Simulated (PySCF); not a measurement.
## Dipole moment and polarisability of `F[Si@H](P)/C=C\[SiH3]`

C₂H₈FPSi₂.
Geometry (GFN2-xTB, Å), atoms numbered from 1 in this order:
```xyz
14
C2H8FPSi2 angstrom
F     -2.2192   -1.1078   -1.7997
Si    -1.1761   -0.7604   -0.6090
P     -2.4479    0.0337    1.0593
C     -0.0593    0.5758   -1.3122
C      1.1100    0.9845   -0.8240
Si     1.9771    0.3204    0.7104
H     -0.5102   -2.0422   -0.3920
H     -1.4637   -0.0937    2.0237
H     -3.0057   -1.1961    1.3747
H     -0.4428    1.0473   -2.2130
H      1.6292    1.7760   -1.3559
H      2.4162   -1.0574    0.4742
H      1.0595    0.3437    1.8544
H      3.1322    1.1758    0.9868
```

Level: B3LYP/def2-SVPD (PySCF), static field, nuclei fixed, core orbitals frozen in the response. The polarisability tensor in these axes (au):

```
x   122.48   7.25  -1.53
y     7.25  90.50   0.16
z    -1.53   0.16  99.33
```

Q: What are the eigenvalues, a third of the trace, and Δα (Δα² = ½Σ(αi − αj)² over the three pairs)?

A: Principal values 88.92, 99.27 and 124.14 au; mean 104.11 au = 15.43 Å³ = 17.16 × 10⁻⁴⁰ C²·m²/J; Δα = 31.36 au (30 % of the mean).

Q: What is the dipole moment, and where does it point?

A: (1.60, 0.47, 0.92) D, 1.90 D in size, pointing from the negative to the positive side. Measured along this direction, the outermost atoms are F1 at the negative end and H14 at the positive end.

Q: Find the Langevin capture rate constant for H3O+ (19.018 u) meeting this molecule (137.989 u), k = 2.342 × 10⁻⁹ cm³/s × √(α in Å³ / reduced mass in u).

A: The reduced mass is 16.71 u, so k = 2.25 × 10⁻⁹ cm³/s. The formula leaves out the permanent dipole, which adds to the capture rate.

Q: Directions of the eigenvectors, and the extent of the frame along each?

A: Largest value along (0.98, 0.21, -0.06), where the nuclei span 6.51 Å; middle along (0.05, 0.06, 1.00), 4.11 Å; least along (-0.21, 0.98, -0.05), 3.32 Å. The response follows the extents in order.

Q: Estimate the molar refractivity from the static electronic polarisability.

A: Lorentz–Lorenz: R = (4π/3)N_A α = 2.5225 cm³/(mol·Å³) × 15.43 Å³ = 38.9 cm³/mol, in the limit of long wavelengths.

Q: Sum over states: ᾱ = Σ f/ω², ω in Eh. What share falls to these 8 lowest TDDFT singlets (eV, f)? 5.11, 0.0457; 5.54, 0.0057; 5.88, 0.0277; 6.16, 0.1954; 6.48, 0.0357; 6.69, 0.0159; 6.72, 0.0021; 6.84, 0.0570.

A: They add up to 7.66 au, 7.4 % of the 104.11 au; the largest single term is 3.81 au, from the state at 6.16 eV. Terms in order: 1.30, 0.14, 0.59, 3.81, 0.63, 0.26, 0.03, 0.90 au. Higher excitations give the rest. The strengths listed sum to 0.385.

Q: Rayleigh depolarisation ratio (linearly polarised light, static tensor)?

A: ρ = 3Δα²/(45ᾱ² + 4Δα²) = 2949.4/(487720 + 3932.6) = 0.006.

Geometry: GFN2-xTB, one conformer, isolated molecule. GFN2-xTB frequencies show an imaginary mode (54i cm⁻¹), so this geometry is no minimum at that level.

These values come from a run that also computed excited states. The run took 58 s (grids of density and orbitals included) on an Arm Neoverse N1 with one thread, on a shared host, and the process peaked at 0.86 GiB of memory.
